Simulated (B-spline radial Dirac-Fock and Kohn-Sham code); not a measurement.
# The P-like isoelectronic sequence (15 electrons), Z = 15 to 22

The computed values come from a radial B-spline solver: Dirac-Fock energy differences between relaxed states, corrected for Breit and QED terms. Binding energies in eV, tabulated ground configurations ([Ne] 3s2 3p3 throughout). Electron correlation is not included.

```tsv
ion	1s	2s	2p3/2	outermost level	NIST ionisation energy
P	2152.7	197.9	138.2	8.83 (3p)	10.48669
S⁺	2493.9	250.9	184.9	21.32 (3p)	23.33788
Cl²⁺	?	?	?	?	?
Ar³⁺	3260.6	379.1	299.9	56.53 (3p)	59.58 ± 0.18
K⁴⁺	3685.8	454.0	368.0	79.01 (3p)	82.66 ± 0.16
Ca⁵⁺	4139.0	536.0	443.1	104.7 (3p)	108.78 ± 0.25
Sc⁶⁺	4620.2	625.1	525.1	133.4 (3p)	137.99 ± 0.25
Ti⁷⁺	5129.4	721.3	613.9	165.4 (3p)	170.5 ± 0.4
```

Task: Fill in the row of Cl²⁺.

Result: 1s 2863.3, 2s 311.4, 2p3/2 238.9, outermost 37.28 (3p), NIST 39.8 ± 0.11 eV.

NIST's values are for the lowest levels; a dash marks a value that is missing or belongs to another shell. Their kind here: measured, semi-empirical. Where a p, d or f shell is open in either ion the computed value averages over both j values and all terms, while the table refers to the lowest levels; that difference holds spin-orbit splitting (largest in heavy or highly charged ions), term energies where several electrons share open shells, and correlation, and it can reach 10 % or more.
